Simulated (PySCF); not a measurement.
Ligands exchanged one at a time, Ga SH-H. All species are isolated molecules in the gas phase. One relaxed conformer stands for each flexible species; it need not be the lowest. Strings in code marks are SMILES.

The HOMO–LUMO gap from two functionals at the same geometries (B3LYP-D3(BJ)/def2-TZVP), both in PySCF: PBE-D3(BJ)/def2-TZVP and ωB97X-D3(BJ)/def2-TZVP. 

| species | PBE-D3(BJ)/def2-TZVP (eV) |
|---|---|
| 1 of 3 SH replaced by H (`[GaH]([SH])[SH]` (H–S–Ga–S torsion 0°, S–Ga–S–H torsion 0°)) | 4.42 |
| 2 of 3 SH replaced by H | 4.25 |
| 3 of 3 SH replaced by H (`[GaH3]`) | 4.69 |

Problem. What does ωB97X-D3(BJ)/def2-TZVP give for each?

Solution. 
- 1 of 3 SH replaced by H (`[GaH]([SH])[SH]` (H–S–Ga–S torsion 0°, S–Ga–S–H torsion 0°)): 10.61
- 2 of 3 SH replaced by H: 10.43
- 3 of 3 SH replaced by H (`[GaH3]`): 11.19
Over these rows, drawn at random from the members with no instability flagged (it was tested for open shells, ions and some series alone), PBE minus ωB97X-D3(BJ): mean -6.29 eV, from -6.49 eV to -6.17 eV.
